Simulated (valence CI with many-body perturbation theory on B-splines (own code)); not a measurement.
# E1 transitions of Te⁴⁵⁺

Calculated by valence CI with perturbative core correlation (CI+MBPT): five valence electrons over a frozen Dirac-Fock core [He], a basis of 9 s, 9 p, 8 d, 6 f, 3 g, 1 h functions for each j, with the one-electron correlation potential Σ1 (screened to all orders), the two-electron term Σ2, the three-electron term Σ3, Breit, model QED; selected single and double excitations, second order for the rest (own B-spline code, finite nucleus).

The last digits are not significant, and no measured levels were compared; by estimate large intervals hold to a few tenths of a per cent, small ones and those within an open d or f shell to about a per cent. Among the levels kept, up to 1300 cm⁻¹ of a level comes from second order outside the variational space, and about a tenth of that is noise between levels of different J, which matters for small intervals.

Lines 151 to 200 of 252 in falling wavelength, among levels below 362.61 Ry, chosen from the strongest by gf and those to the six lowest levels. Wavelengths and rates use the calculated energies. Electric multipoles are in the length gauge, E1 and E2 with the static RPA response of the core. Weak lines are less certain than strong ones. Lines between different terms over intervals too small for the method are left out, as are lines whose strength nearly cancels. The highest levels of a list are the least certain.

Levels are named by their leading jj configuration (3d3/2^4 stands for four electrons in 3d with j = 3/2), which in mixed levels can hold well under half, so a name can repeat and another be missing. Letters in brackets count levels of one name in rising energy.

| λ vac (Å) | Upper | Lower | A (s⁻¹) | S (a.u.) with core polarisation | S without |
| --- | --- | --- | --- | --- | --- |
| 2.920 | (2s^2 2p1/2 2p3/2 3s) J=3/2 [b] | (2s^2 2p1/2 2p3/2^2) J=3/2 | 6.32e+12 | 3.10e-04 | 3.10e-04 |
| 2.916 | (2s^2 2p3/2^2 3s) J=1/2 | (2s^2 2p3/2^3) J=3/2 | 2.04e+13 | 4.99e-04 | 4.98e-04 |
| 2.906 | (2s 2p1/2^2 2p3/2 3s) J=3/2 [b] | (2s 2p1/2^2 2p3/2^2) J=5/2 | 5.19e+12 | 2.51e-04 | 2.51e-04 |
| 2.861 | (2s^2 2p3/2^2 3p1/2) J=3/2 | (2s 2p1/2^2 2p3/2^2) J=1/2 | 6.19e+10 | 2.86e-06 | 2.86e-06 |
| 2.850 | (2s 2p1/2^2 2p3/2 3d3/2) J=3/2 | (2s 2p1/2^2 2p3/2^2) J=1/2 | 1.23e+13 | 5.63e-04 | 5.64e-04 |
| 2.849 | (2s 2p1/2^2 2p3/2 3d3/2) J=1/2 | (2s 2p1/2^2 2p3/2^2) J=1/2 | 4.99e+12 | 1.14e-04 | 1.14e-04 |
| 2.836 | (2s^2 2p3/2^2 3p1/2) J=1/2 | (2s 2p1/2^2 2p3/2^2) J=1/2 | 7.93e+10 | 1.79e-06 | 1.78e-06 |
| 2.829 | (2s 2p1/2^2 2p3/2 3d5/2) J=5/2 | (2s 2p1/2^2 2p3/2^2) J=3/2 | 2.87e+13 | 1.92e-03 | 1.92e-03 |
| 2.827 | (2s 2p1/2^2 2p3/2 3d5/2) J=3/2 | (2s 2p1/2^2 2p3/2^2) J=3/2 | 3.09e+13 | 1.38e-03 | 1.38e-03 |
| 2.826 | (2s 2p1/2^2 2p3/2 3d5/2) J=3/2 | (2s 2p1/2^2 2p3/2^2) J=1/2 | 4.35e+13 | 1.94e-03 | 1.94e-03 |
| 2.822 | (2s^2 2p1/2 2p3/2 3d3/2) J=3/2 [a] | (2s^2 2p1/2 2p3/2^2) J=1/2 | 1.07e+13 | 4.74e-04 | 4.74e-04 |
| 2.819 | (2s^2 2p1/2 2p3/2 3d3/2) J=1/2 [a] | (2s^2 2p1/2 2p3/2^2) J=1/2 | 1.42e+13 | 3.14e-04 | 3.15e-04 |
| 2.819 | (2s^2 2p3/2^2 3p1/2) J=3/2 | (2s 2p1/2^2 2p3/2^2) J=5/2 | 1.68e+11 | 7.43e-06 | 7.43e-06 |
| 2.817 | (2s^2 2p3/2^2 3p1/2) J=5/2 | (2s 2p1/2^2 2p3/2^2) J=5/2 | 1.47e+11 | 9.72e-06 | 9.73e-06 |
| 2.809 | (2s 2p1/2^2 2p3/2 3d3/2) J=5/2 | (2s 2p1/2^2 2p3/2^2) J=5/2 | 2.88e+13 | 1.89e-03 | 1.89e-03 |
| 2.808 | (2s 2p1/2^2 2p3/2 3d3/2) J=3/2 | (2s 2p1/2^2 2p3/2^2) J=5/2 | 4.70e+13 | 2.05e-03 | 2.06e-03 |
| 2.807 | (2s 2p1/2^2 2p3/2 3d3/2) J=7/2 | (2s 2p1/2^2 2p3/2^2) J=5/2 | 2.55e+12 | 2.23e-04 | 2.23e-04 |
| 2.806 | (2s^2 2p1/2 2p3/2 3d3/2) J=3/2 [b] | (2s^2 2p1/2 2p3/2^2) J=1/2 | 2.75e+12 | 1.20e-04 | 1.20e-04 |
| 2.803 | (2s^2 2p1/2 2p3/2 3d3/2) J=3/2 [a] | (2s^2 2p1/2 2p3/2^2) J=5/2 | 1.28e+13 | 5.56e-04 | 5.57e-04 |
| 2.802 | (2s 2p1/2^2 2p3/2 3p1/2) J=3/2 [a] | (2s^2 2p1/2 2p3/2^2) J=1/2 | 3.03e+12 | 1.32e-04 | 1.32e-04 |
| 2.802 | (2s^2 2p1/2 2p3/2 3d3/2) J=5/2 [a] | (2s^2 2p1/2 2p3/2^2) J=5/2 | 1.27e+13 | 8.29e-04 | 8.30e-04 |
| 2.800 | (2s^2 2p1/2 2p3/2 3d3/2) J=1/2 [b] | (2s^2 2p1/2 2p3/2^2) J=1/2 | 5.90e+12 | 1.28e-04 | 1.28e-04 |
| 2.798 | (2s^2 2p1/2 2p3/2 3d5/2) J=3/2 [a] | (2s^2 2p1/2 2p3/2^2) J=1/2 | 3.02e+13 | 1.31e-03 | 1.31e-03 |
| 2.795 | (2s^2 2p1/2^2 3d3/2) J=3/2 | (2s^2 2p1/2^2 2p3/2) J=3/2 | 5.81e+13 | 2.50e-03 | 2.51e-03 |
| 2.794 | (2s^2 2p1/2 2p3/2 3d3/2) J=7/2 | (2s^2 2p1/2 2p3/2^2) J=5/2 | 2.12e+11 | 1.83e-05 | 1.83e-05 |
| 2.791 | (2s^2 2p1/2 2p3/2 3d3/2) J=3/2 [a] | (2s^2 2p1/2 2p3/2^2) J=3/2 | 1.82e+13 | 7.81e-04 | 7.82e-04 |
| 2.791 | (2s^2 2p1/2 2p3/2 3d3/2) J=5/2 [b] | (2s^2 2p1/2 2p3/2^2) J=5/2 | 1.36e+12 | 8.74e-05 | 8.74e-05 |
| 2.790 | (2s^2 2p1/2 2p3/2 3d5/2) J=7/2 [a] | (2s^2 2p1/2 2p3/2^2) J=5/2 | 9.57e+12 | 8.20e-04 | 8.21e-04 |
| 2.789 | (2s^2 2p1/2 2p3/2 3d3/2) J=5/2 [a] | (2s^2 2p1/2 2p3/2^2) J=3/2 | 9.80e+10 | 6.30e-06 | 6.30e-06 |
| 2.788 | (2s^2 2p1/2 2p3/2 3d3/2) J=1/2 [a] | (2s^2 2p1/2 2p3/2^2) J=3/2 | 3.01e+13 | 6.43e-04 | 6.44e-04 |
| 2.788 | (2s^2 2p1/2 2p3/2 3d3/2) J=3/2 [b] | (2s^2 2p1/2 2p3/2^2) J=5/2 | 1.55e+13 | 6.62e-04 | 6.63e-04 |
| 2.787 | (2s 2p1/2^2 2p3/2 3d5/2) J=5/2 | (2s 2p1/2^2 2p3/2^2) J=5/2 | 2.10e+14 | 1.34e-02 | 1.34e-02 |
| 2.785 | (2s^2 2p1/2 2p3/2 3d5/2) J=3/2 [b] | (2s^2 2p1/2 2p3/2^2) J=1/2 | 2.94e+14 | 1.26e-02 | 1.26e-02 |
| 2.785 | (2s 2p1/2^2 2p3/2 3d5/2) J=3/2 | (2s 2p1/2^2 2p3/2^2) J=5/2 | 3.99e+13 | 1.70e-03 | 1.70e-03 |
| 2.783 | (2s 2p1/2^2 2p3/2 3p1/2) J=3/2 [a] | (2s^2 2p1/2 2p3/2^2) J=5/2 | 8.99e+11 | 3.83e-05 | 3.83e-05 |
| 2.783 | (2s^2 2p1/2 2p3/2 3d5/2) J=1/2 | (2s^2 2p1/2 2p3/2^2) J=1/2 | 3.57e+14 | 7.61e-03 | 7.61e-03 |
| 2.782 | (2s 2p1/2^2 2p3/2 3p1/2) J=5/2 | (2s^2 2p1/2 2p3/2^2) J=5/2 | 1.18e+13 | 7.54e-04 | 7.55e-04 |
| 2.780 | (2s^2 2p1/2 2p3/2 3d5/2) J=3/2 [a] | (2s^2 2p1/2 2p3/2^2) J=5/2 | 4.29e+13 | 1.82e-03 | 1.82e-03 |
| 2.778 | (2s^2 2p1/2 2p3/2 3d3/2) J=5/2 [b] | (2s^2 2p1/2 2p3/2^2) J=3/2 | 1.09e+13 | 6.95e-04 | 6.95e-04 |
| 2.778 | (2s^2 2p1/2 2p3/2 3d5/2) J=5/2 [a] | (2s^2 2p1/2 2p3/2^2) J=5/2 | 1.01e+14 | 6.43e-03 | 6.44e-03 |
| 2.776 | (2s^2 2p1/2 2p3/2 3d3/2) J=3/2 [b] | (2s^2 2p1/2 2p3/2^2) J=3/2 | 7.72e+12 | 3.26e-04 | 3.26e-04 |
| 2.775 | (2s^2 2p1/2^2 3d5/2) J=5/2 | (2s^2 2p1/2^2 2p3/2) J=3/2 | 3.02e+14 | 1.91e-02 | 1.91e-02 |
| 2.772 | (2s^2 2p1/2 2p3/2 3d5/2) J=5/2 [b] | (2s^2 2p1/2 2p3/2^2) J=5/2 | 1.61e+14 | 1.01e-02 | 1.01e-02 |
| 2.771 | (2s 2p1/2^2 2p3/2 3p1/2) J=3/2 [a] | (2s^2 2p1/2 2p3/2^2) J=3/2 | 7.51e+13 | 3.16e-03 | 3.16e-03 |
| 2.770 | (2s 2p1/2^2 2p3/2 3p1/2) J=5/2 | (2s^2 2p1/2 2p3/2^2) J=3/2 | 1.04e+14 | 6.56e-03 | 6.56e-03 |
| 2.769 | (2s^2 2p1/2 2p3/2 3d3/2) J=1/2 [b] | (2s^2 2p1/2 2p3/2^2) J=3/2 | 3.34e+13 | 7.01e-04 | 7.01e-04 |
| 2.768 | (2s^2 2p1/2 2p3/2 3d5/2) J=7/2 [b] | (2s^2 2p1/2 2p3/2^2) J=5/2 | 4.99e+14 | 4.18e-02 | 4.18e-02 |
| 2.768 | (2s^2 2p1/2 2p3/2 3d5/2) J=3/2 [a] | (2s^2 2p1/2 2p3/2^2) J=3/2 | 1.34e+14 | 5.62e-03 | 5.62e-03 |
| 2.767 | (2s^2 2p1/2 2p3/2 3d5/2) J=3/2 [b] | (2s^2 2p1/2 2p3/2^2) J=5/2 | 3.64e+13 | 1.52e-03 | 1.52e-03 |
| 2.766 | (2s 2p1/2^2 2p3/2 3p1/2) J=1/2 | (2s^2 2p1/2 2p3/2^2) J=1/2 | 1.88e+12 | 3.93e-05 | 3.93e-05 |
